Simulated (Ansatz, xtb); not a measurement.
# Two structures of FH2NPZn+

We compare a, a singlet given by its coordinates, with b, a singlet given by its coordinates. Both are isolated ions in the gas phase, relaxed with BLYP-D3(BJ)/def2-SVP.

a (Å):

```tsv
atom	x (Å)	y (Å)	z (Å)
F	-0.4178	3.3785	-1.9918
N	-0.4532	1.5708	-0.2131
P	-0.4233	1.7870	-1.8127
Zn	-0.4743	-0.1236	0.8088
H	-0.4630	2.4292	0.3751
H	-0.4907	-1.4101	1.6020
```

Close contacts (Å): F1–P3 1.60, N2–P3 1.61, N2–Zn4 1.98, N2–H5 1.04, Zn4–H6 1.51.

b (Å):

```yaml
atoms:
  - { symbol: F, position_ang: [0.1134, 0.3268, -1.6254] }
  - { symbol: N, position_ang: [-1.2387, 1.8130, -0.1616] }
  - { symbol: P, position_ang: [-0.5206, 0.3204, -0.1429] }
  - { symbol: Zn, position_ang: [1.9549, 0.5121, 1.0056] }
  - { symbol: H, position_ang: [-1.0775, 2.5252, -0.8900] }
  - { symbol: H, position_ang: [-1.8887, 2.0953, 0.5855] }
```

Close contacts (Å): F1–P3 1.61, N2–P3 1.66, P3–Zn4 2.74, N2–H5 1.03, N2–H6 1.03.

Quicker runs give these differences E(b) − E(a): GFN2-xTB −12.6 kcal/mol; HF/STO-3G −17.0 kcal/mol (at GFN2-xTB geometries); r2SCAN-D4/def2-SVP +1.9 kcal/mol (at GFN2-xTB geometries).

Question: Estimate which is lower in electronic energy at CCSD(T)/def2-TZVP, and by roughly how much.

Answer: The CCSD(T)/def2-TZVP calculation puts structure a lower, by 3.2 kcal/mol.

Level by level:

| level | geometry | E(b) − E(a) (kcal/mol) | departure from the last row (kcal/mol) | job, with rough time for the two |
| --- | --- | --- | --- | --- |
| GFN2-xTB | GFN2-xTB | −12.6 | −15.9 | optimisation, 0.15 s |
| HF/STO-3G | GFN2-xTB | −17.0 | −20.3 | single point, 1.2 s |
| r2SCAN-D4/def2-SVP | GFN2-xTB | +1.9 | −1.3 | single point, 3.5 s |
| BLYP-D3(BJ)/def2-SVP | BLYP-D3(BJ)/def2-SVP | −4.2 | −7.4 | optimisation, 14 s |
| HF/def2-TZVP | BLYP-D3(BJ)/def2-SVP | +3.1 | −0.1 | part of the CCSD(T) run |
| MP2/def2-TZVP | BLYP-D3(BJ)/def2-SVP | +5.7 | +2.4 | part of the CCSD(T) run |
| CCSD(T)/def2-TZVP | BLYP-D3(BJ)/def2-SVP | +3.2 |  | single point, 77 s |

GFN2-xTB, HF/STO-3G, BLYP-D3(BJ)/def2-SVP put the two in the other order. The largest departure from CCSD(T)/def2-TZVP is that of HF/STO-3G, 20.3 kcal/mol.

With harmonic frequencies from BLYP-D3(BJ)/def2-SVP (ideal gas, rigid rotor, one conformer each, 600 K, 1 atm): on the last row, ΔE + ΔZPE = +6.0, ΔH = +5.9, ΔG = +5.4 kcal/mol.

The correlated steps freeze 12 core orbitals; the last core shell of Zn is correlated, in a basis made for valence electrons. Mirror images aren't counted in ΔG. Run with Ansatz 0.2.0, xtb 6.7.1; the last row on 2 threads of Intel(R) Xeon(R) Platinum 8375C CPU @ 2.90GHz (Ice Lake) on a shared host.
